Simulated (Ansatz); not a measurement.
Ansatz (an electronic-structure program) input (PBE/def2-TZVP):

Ansatz 0.2 input:
```yaml
crystal:
  periodic: [false, false, false]
  atoms:
    - {symbol: Zn, position_ang: [-0.00000000, -0.00000000, -0.36065419]}
    - {symbol: O, position_ang: [0.00000000, 0.00000000, 1.35245321]}
basis:
  gaussian:
    orbitals: def2-TZVP
hamiltonian:
  xc: {name: PBE}
relax: {f_tol: 0.003, max_steps: 100}
```

End of the output:

```
mean field -50455.60903886 eV, -1854.2094321381 hartree, gradient 2.6e-5 eV, S^2 0.000000; 0 other end points of the search recorded, 0 dependent functions left out
the calculation of the forces begins
reference -50455.60907186 eV, -1854.2094333506 hartree; 19, 19 occupied and 60, 60 virtual orbitals, 611 factors
relax step   3: F+E_penalty+E_count = -50455.60903886 eV  Δ(F+E_penalty+E_count) = -2.585e-4 eV  max|allowed force component| = 1.974e-3 eV/Å  Δτ_max = 0.0023 Å  (31 SCF iters, accepted)
integrals: 0.02 GiB planned
611 factors; their error is unknown
mean field: 0.16 GiB planned
mean field evaluation 64: about -50455.6190 eV, gradient 7.7e-1 eV
mean field -50455.60903886 eV, -1854.2094321381 hartree, gradient 2.5e-5 eV, S^2 0.000000; 4 other end points of the search recorded, 0 dependent functions left out
the calculation of the forces begins
reference -50455.60907186 eV, -1854.2094333506 hartree; 19, 19 occupied and 60, 60 virtual orbitals, 611 factors
Total energy: -50455.60907186 eV, -1854.2094333506 hartree
Atom 0 at    -0.000000    -0.000000    -0.356691 Å, force     0.000000     0.000000    -0.001974 eV/Å
Atom 1 at     0.000000     0.000000     1.348490 Å, force    -0.000000    -0.000000     0.001974 eV/Å
Dipole moment:    -0.000000    -0.000000    -1.078898 e Å
```
